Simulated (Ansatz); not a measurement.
`CCB(C)S` → `[CH2]B(C)S`• + `[CH3]`•  (homolysis of the C–C bond)

Calculated with Ansatz (gas phase, PBE0-D4/def2-TZVP geometries, no zero-point term in ΔE). CCSD(T)/CBS adds triple-zeta CCSD(T) − MP2 to the extrapolated MP2 energy (def2 sets, frozen cores). This one scheme is used for every species. DFT in def2-TZVPP. No spin–orbit coupling; open shells (•) take unrestricted orbitals. One conformer a species, not always the lowest.

```csv
species,PBE-D4 energy (Eh)
`CCB(C)S`,-542.50969
`[CH2]B(C)S`•,-502.58160
`[CH3]`•,-39.78959
```

(1) Work out ΔE.

Largest T1 diagnostic among the species: 0.015.

Answers

(1) ΔE = (-502.58160) + (-39.78959) − (-542.50969) = 0.13850 Eh = +3.77 eV. CCSD(T)/CBS gives +3.83 eV.

From BLYP to BHLYP (50 % exact exchange), in def2-TZVPP and without D4, ΔE moves by +0.05 eV. Leaving LDA and LC-ωPBE aside and taking each functional with its dispersion term where it has one, the values, not all of them listed here, spread over 0.39 eV, from r2SCAN-D4 to ωB97X-V. LDA lies +0.85 eV from PBE without D4, its usual overbinding. The D4 term adds +0.13 eV with B3LYP and +0.07 eV with PBE0; it sums over pairs of atoms, weighted by their polarisabilities, and B3LYP, whose exchange is more repulsive, gets the larger term.

B3LYP here is the variant with VWN-RPA as its local correlation; programs differ in this.
